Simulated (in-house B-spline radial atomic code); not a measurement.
Yb⁺. Computed with a B-spline radial atomic code. Model: non-relativistic spherical atom: semilocal Troullier-Martins pseudo-atom, one channel per l, against all electrons, high spin, G0W0 and RPA with empty states to l = 8, local potential for every l without a channel, a model core (radius 0 = none) keeps its share of the functional.

Without relativity these are model numbers for so heavy an element.

What the tables leave out is listed at the end.

The pseudopotential gives back the lowest level of each angular momentum of its own functional in the configuration it was made in; a second state of the same l is only approximately right. Exact exchange, RPA and GW see the smooth pseudo-orbitals and miss the exchange with the core, for which the functional's share stands in. The column with an uncorrelated core keeps all orbitals and exact exchange, and so separates missing core correlation from pseudisation. Only the three outermost levels and the lowest empty one were computed. RPA here is direct RPA, with no exchange kernel, and its energies carry an (l + 1/2)⁻⁴ tail. A hybrid on a potential with a model core restores only its own semilocal share of the core's exchange.

Command:
```bash
python run_psgw.py task.json out
```
Settings (lengths in bohr, energies in hartree):
```
Z                      70
electrons              69
configuration          [Xe] 4f14 6s1
generated_in           [Xe] 4f14 6s2
functional             pbe,pbe
core_shells            9
radius_factor          0.9
core_correction        True
ion_configuration      [Xe] 4f14
```

Run time, properties included: 100 s on 1 thread of Arm Neoverse N1 (shared host).

Given: made with PBE; model core radius 0.694 bohr; local radius 1.158 bohr; mean-field start PBE.

Valence shells of the generating configuration: 5s, 5p, 4f, 6s.

Channel: s 1.05, p 1.147, d 1.77, f 1.452 (radii in bohr).

Computed: largest level miss in the spin-unpolarised generating configuration 0.045 eV; valence RPA correlation energy pseudo -2.5188 hartree; all-electron RPA polarisability, core included 54.435 bohr³; pseudo-atom RPA polarisability 53.025 bohr³; ionisation by mean-field all-electron 11.446 eV; ionisation by mean-field pseudo minus all 0.111 eV; ionisation by RPA pseudo minus all 0.276 eV.

```csv
level,occupied,mean-field all-electron (eV),mean-field pseudo minus all (eV),G0W0 all-electron (eV),G0W0 uncorrelated core minus all (eV),G0W0 pseudo minus all (eV),exchange self-energy all-electron (eV),exchange self-energy pseudo (eV)
6s up,1,-8.8637,-0.083,-11.732,0.003,-0.101,-8.229,-7.8983
6s down (empty),0,-7.8762,-0.091,-6.3099,0.003,-0.05,-1.9365,-1.5156
```

Task: What is the ionisation by RPA all-electron?

Result: 11.771 eV.

Task: What is the valence RPA correlation energy all-electron orbitals?

Result: -1.8808 hartree.

Given: mean-field start PBE0.

Computed: valence RPA correlation energy all-electron orbitals -1.7786 hartree; all-electron RPA polarisability, core included 47.069 bohr³; pseudo-atom RPA polarisability 45.702 bohr³; ionisation by mean-field pseudo minus all 0.149 eV; ionisation by RPA all-electron 11.606 eV; ionisation by RPA pseudo minus all 0.285 eV.

```tsv
level	occupied	mean-field all-electron (eV)	mean-field pseudo minus all (eV)	G0W0 all-electron (eV)	G0W0 uncorrelated core minus all (eV)	G0W0 pseudo minus all (eV)	exchange self-energy all-electron (eV)	exchange self-energy pseudo (eV)
6s up	1	-9.3826	-0.123	-11.659	0.003	-0.162	-8.0583	-7.757
6s down (empty)	0	-7.0712	-0.137	-5.9655	0.003	-0.138	-1.6977	-1.3133
```

Task: What is the valence RPA correlation energy pseudo?

Result: -2.4556 hartree.

Task: What is the ionisation by mean-field all-electron?

Result: 11.254 eV.

Among the listed levels the largest G0W0 shift of the pseudo-atom is -0.16 eV, for 6s up on the PBE0 start, while leaving the core uncorrelated moves that level by +0.00 eV. So pseudisation and the lost core exchange, not the missing core correlation, make the error. Not in the tables (levels of low weight, unsolved or above zero; the highest and the empty levels are kept at any weight): on PBE the G0W0 levels 4f down (pseudo minus all +7.23 eV, weights 0.82 and 0.19), 4f up (pseudo minus all +7.19 eV, weights 0.82 and 0.02); on PBE0 the G0W0 levels 4f down (pseudo minus all +7.15 eV, weights 0.85 and 0.71), 4f up (pseudo minus all +7.14 eV, weights 0.85 and 0.71); no Hartree-Fock pseudo-atom is run with a model core.
